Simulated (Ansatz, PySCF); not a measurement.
This Ansatz (an electronic-structure program) input computes a r2SCAN/def2-TZVPD energy:

Ansatz 0.2 input:
```yaml
crystal:
  periodic: [false, false, false]
  atoms:
    - {symbol: C, position_ang: [-2.18694854, 0.00139280, -0.09965905]}
    - {symbol: C, position_ang: [-1.01554517, 0.13472505, 0.50215939]}
    - {symbol: C, position_ang: [0.18687601, -0.72080933, 0.19186800]}
    - {symbol: C, position_ang: [1.35066914, 0.07601671, -0.19353405]}
    - {symbol: N, position_ang: [2.25909468, 0.71584597, -0.48834425]}
    - {symbol: H, position_ang: [-3.02917926, 0.62671952, 0.16475412]}
    - {symbol: H, position_ang: [-2.34798942, -0.73536315, -0.87815952]}
    - {symbol: H, position_ang: [-0.87406910, 0.88651888, 1.27090471]}
    - {symbol: H, position_ang: [-0.03978057, -1.42309583, -0.61290193]}
    - {symbol: H, position_ang: [0.46704678, -1.31365270, 1.06880666]}
basis:
  gaussian:
    orbitals: def2-TZVPD
hamiltonian:
  xc: {name: r2SCAN}
output: {forces: true}
```

### Question
Write an input for the same energy in PySCF and say what it gives.

### Answer

```python
from pyscf import gto, scf, dft

mol = gto.M(
    atom='''
    C    -2.18694854    0.00139280   -0.09965905
    C    -1.01554517    0.13472505    0.50215939
    C     0.18687601   -0.72080933    0.19186800
    C     1.35066914    0.07601671   -0.19353405
    N     2.25909468    0.71584597   -0.48834425
    H    -3.02917926    0.62671952    0.16475412
    H    -2.34798942   -0.73536315   -0.87815952
    H    -0.87406910    0.88651888    1.27090471
    H    -0.03978057   -1.42309583   -0.61290193
    H     0.46704678   -1.31365270    1.06880666
    ''',
    basis='def2-tzvpd',
    charge=0,
    spin=0,
    verbose=4,
)

mf = dft.RKS(mol, xc='r2scan').density_fit(auxbasis='def2-universal-jkfit')
mf.grids.level = 4
mf.conv_tol = 1e-9
mf.max_cycle = 100
mf.max_memory = 1500
mf.kernel()
if not mf.converged:
    mf = mf.newton()
    mf.kernel(mf.make_rdm1())
mf.analyze()
```
It gives -210.09146 Eh, and Ansatz -210.09140 Eh, a difference of 0.06 mEh, from the treatment of integrals and grids.
